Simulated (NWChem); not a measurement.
System: AlSiH$_{5}$O$_{2}$; SMILES [Al]([OH])([SiH3])[OH]

```xyz
9

Al    -0.0015     0.4448     0.0113
O     -1.5208     1.2490     0.0044
H     -1.6699     2.2067    -0.0137
O      1.5234     1.2383     0.0006
H      1.6809     2.1944    -0.0185
Si    -0.0048    -1.9858     0.0115
H      1.1464    -2.5382     0.8119
H      0.1268    -2.5231    -1.3925
H     -1.2830    -2.5370     0.5878
```
Atoms are numbered in this order, from 1.

Computed with NWChem. Pople sets run with spherical d functions. The geometry was optimised at PBE-D3(BJ)/def2-SVP. Atomic charges in e: unrestrained fits to the electrostatic potential beside Mulliken populations; buried atoms are poorly determined by the fit.

For level B3LYP/def2-SVP:

```
Item          Value
------------  -----
ESP Al1        0.93
Mulliken Al1   0.69
ESP O2        -0.81
Mulliken O2   -0.46
ESP O4        -0.81
Mulliken O4   -0.46
Mulliken Si6   0.08
```

Problem. How do the values read with level Hartree-Fock/6-31G* instead?

Solution. ESP Al1: 1.13
Mulliken Al1: 1.13
ESP O2: -0.96
Mulliken O2: -0.95
ESP O4: -0.96
Mulliken O4: -0.95
Mulliken Si6: 0.23
